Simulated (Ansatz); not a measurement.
Consider the isomerisation: `CN1B[SiH]1C` → `C=CB(N)[SiH3]`.

Isolated molecules relaxed with PBE0-D4/def2-TZVP in Ansatz; ΔE leaves out vibrations. CCSD(T)/CBS is the MP2 limit (def2-TZVPP, def2-QZVPP) plus CCSD(T) − MP2 in def2-TZVPP, frozen cores. Functionals use def2-TZVPP. Each species was taken in one conformer, which may not be the lowest.

CCSD(T)/CBS gives -20.4 kJ/mol.

Task: Another level gave -43.9 kJ/mol. Which?
A. PBE-D4/def2-TZVPP
B. HF/def2-TZVPP
C. SCS-MP2/def2-TZVPP
D. CCSD(T)/def2-TZVPP

Result: B. HF/def2-TZVPP -43.9, CCSD(T)/def2-TZVPP -23.0, PBE-D4 -11.8, SCS-MP2/def2-TZVPP -17.3 kJ/mol.

Largest T1 diagnostic among the species: 0.013.

In def2-TZVPP, CCSD(T) changes the Hartree–Fock value by +20.8 kJ/mol (the triples alone add +1.5 kJ/mol) and MP2 by +34.8 kJ/mol.
